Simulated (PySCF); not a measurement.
Molecule: C2H5Br2FGe, SMILES C[CH2][Ge]([F])([Br])[Br], singlet. Atoms near the plane z = 1.5 Å, at the PBE0/def2-SVP optimised geometry (x, y, z in Å): Ge3 (0.2, -0.3, 0.0), F4 (-0.3, -1.0, 1.5), Br5 (2.5, -0.3, 0.0), Br6 (-0.6, 1.8, 0.0).

Method: PBE0/def2-TZVP (PySCF 2.14.0). Cells within 0.4 Å of a nucleus heavier than hydrogen are left out (blank, or x). The values are rescaled to run from 0 to 1.

```
|000000000000000000000000000|
|000000000000000000000000000|
|000000000000000000000000000|
|000000000001110000000000000|
|000000000133332100000000000|
|000000002456654200000000000|
|000000014678876310000000000|
|000000025788876310000000000|
|000000135788875200000000000|
|000000024677653100001110000|
|000000012333221000024431000|
|000000000000000000256653100|
|000000000000000001467764200|
|000000000024542001478875200|
|000000000368986200478875300|
|000000001589x98400378875200|
|00000000269xxx9500267764100|
|000000001589998400045542100|
|000000000368986300023321000|
|000000000135653100001100000|
|000000000011221000000000000|
|000000000000000000000000000|
|000000000000000000000000000|
|000000000000000000000000000|
|000000000000000000000000000|
|000000000000000000000000000|
|000000000000000000000000000|
```
Scale: ten equal steps from 0.000 (start of '0') to 1.00 (end of '9'), in the order '0123456789'; x runs from -4.50 to 4.50, y from -4.50 (bottom) to 4.50 (top).

Problem. Which quantity is mapped?
A. electron localisation function
B. electrostatic potential
C. an orbital amplitude
D. deformation density (molecule minus spherical neutral atoms)

Solution. A, electron localisation function
